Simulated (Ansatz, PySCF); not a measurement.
Zn(Me)(OSiH3) (CH6OSiZn), SMILES [CH3][Zn][O][SiH3]. Atoms are numbered in the order given.

```xyz
10

Zn    -0.4178     0.3252     0.6129
C     -1.6955     1.3592     1.6094
H     -2.1241     0.7567     2.4354
H     -2.5264     1.6922     0.9558
H     -1.2163     2.2580     2.0466
O      0.8114    -0.6751    -0.2169
Si     1.2705    -0.9928    -1.7758
H      0.1561    -1.6104    -2.5937
H      2.4263    -1.9591    -1.7778
H      1.7134     0.2522    -2.5149
```

Geometry: PBE-D3(BJ)/def2-SVP. The structure was generated by enumeration; whether it is a known compound was not checked. One conformer was computed; it need not be the lowest.

Vertical ionisation energy (IE) and electron affinity (EA) in eV. Rows of orbital energies are one-electron estimates. Where ΔSCF, EOM or ADC give a negative EA the extra electron is unbound and the value depends on the basis.

```csv
level,IE,EA
"−ε(HOMO), −ε(LUMO), r2SCAN/def2-TZVP (PySCF)",6.96,1.11
"−ε(HOMO), −ε(LUMO), PBE/def2-TZVP (PySCF)",6.63,1.45
"ΔSCF, CAM-B3LYP/def2-SVPD (Ansatz), final states of multiplicity 2 and 2",10.34,-0.72
"ΔSCF, PBE/def2-SVPD (Ansatz), final states of multiplicity 2 and 2",9.63,-0.51
```

What vertical singlet–triplet gap does ΔSCF give with CAM-B3LYP/def2-SVPD (Ansatz, a first-principles code) and with PBE/def2-SVPD (Ansatz)? (The exact figures need the calculation; the answer reports its results.)

6.12 and 5.33 eV (triplet above singlet where positive).
